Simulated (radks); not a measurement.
Task: I, 53 electrons, occupied as [Kr] 4d10 5s2 5p5 (the NIST ground configuration). Calculated with a radial shooting solver on a logarithmic mesh with Libxc functionals: scalar-relativistic Kohn-Sham, PBE, spin-polarised, spherical densities, point nucleus; open shells are filled with parallel spins first (spin-orbit coupling, left out, can overturn this in heavy ions); hard spherical wall at 4 bohr. Some entries of the table are withheld. Estimate them.

orbital,occ.,eigenvalue (eV),<r> (bohr),r(max) (bohr)
1s up,1,-32977.35,0.02722,0.01754
1s down,1,-32977.31,0.02722,0.01754
2s up,1,-5088.782,0.1172,0.09911
2s down,1,-5088.765,0.1172,0.09911
2p up,3,-4566.447,0.1025,0.07948
2p down,3,-4566.415,0.1025,0.07948
3s up,1,-1021.235,0.3141,0.2856
3s down,1,-1021.203,0.3141,0.2856
3p up,3,-851.9979,0.3121,0.2794
3p down,3,-851.9606,0.3121,0.2794
3d up,5,-598.6100,0.2887,0.2318
3d down,5,-598.5742,0.2886,0.2318
4s up,1,-173.5590,0.7404,0.6807
4s down,1,-173.4829,0.7404,0.6807
4p up,3,-120.5753,0.7930,0.7153
4p down,3,-120.4990,0.7928,0.7154
4d up,5,-43.4687,0.9273,0.7791
4d down,5,-43.3494,0.9256,0.7791
5s up,1,-12.2830,1.900,1.727
5s down,1,-11.5770,1.896,1.720
5p up,3,-1.0741,2.112,2.000
5p down,2,-0.3188,2.111,1.997
5d up,0,15.2204,2.390,2.468
5d down,0,15.9507,2.394,2.473
4f up,0,22.3456,2.051,2.243
4f down,0,22.9665,2.038,2.233
6s up,0,(1),2.452,2.987
6s down,0,(2),2.455,2.989

Result: 
(1) 6s up eigenvalue (eV): 27.0233
(2) 6s down eigenvalue (eV): 27.5107
